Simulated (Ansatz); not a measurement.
Reaction (formal hydrolysis of a C–C bond): `C=C[CH2][AlH][Cl]` + H₂O → `O[CH2][AlH][Cl]` + ethylene

Calculated with Ansatz (gas phase, PBE0-D4/def2-TZVP geometries, no zero-point term in ΔE). CBS: MP2 limit from def2 TZ/QZ plus the TZ coupled-cluster correction, frozen cores. This one scheme is used for every species. DFT in def2-TZVPP. B3LYP here is the variant with VWN-RPA as its local correlation; programs differ in this. HSE06 is defined as in plane-wave codes. Each species was taken in one conformer, which may not be the lowest.

```
         level  ΔE (kcal/mol)  difference from CCSD(T)/CBS
   LDA (SPW92)           25.9                          2.8
        B97M-V           22.6                         -0.5
       PBE0-D4           24.2                          1.1
      B3LYP-D4           19.9                         -3.2
    r2SCANh-D4           24.8                          1.7
       ωB97X-V           21.1                         -2.0
           PBE           21.6                         -1.5
        r2SCAN           24.2                          1.1
         HSE06           22.9                         -0.2
       LC-ωPBE           22.3                         -0.8
   HF/def2-SVP           14.4                         -8.7
 CCSD/def2-SVP           18.8                         -4.3
MP2/def2-TZVPP           26.1                          3.0
 HF/def2-QZVPP           15.8                         -7.3
 MP2/CBS(def2)           26.7                          3.6
CCSD/CBS(def2)           21.9                         -1.2
   CCSD(T)/CBS           23.1                            0
```

(1) What do rigid-rotor, harmonic-oscillator terms from PBE0-D4/def2-TZVP frequencies (298.15 K, 1 bar) make of the CCSD(T)/CBS value? (An estimate is asked.)

Largest T1 diagnostic among the species: 0.011.

Results:

(1) The calculation gave: ΔZPE = +0.2 kcal/mol, ΔH = +23.1 kcal/mol, ΔS = 25 J/(mol·K), ΔG = +21.3 kcal/mol. Modes under 50 cm⁻¹ make the entropy rough.

The D4 term adds +2.3 kcal/mol with B3LYP and +1.3 kcal/mol with PBE0; it sums over pairs of atoms, weighted by their polarisabilities, and B3LYP, whose exchange is more repulsive, gets the larger term. Leaving LDA and LC-ωPBE aside and taking each functional with its dispersion term where it has one, the values, not all of them listed here, spread over 6.4 kcal/mol, from BLYP-D4 to r2SCAN0-D4. LDA lies +4.3 kcal/mol from PBE without D4. At CCSD(T), def2-SVP lies −3.4 kcal/mol from the extrapolated value and def2-TZVPP −0.6 kcal/mol.
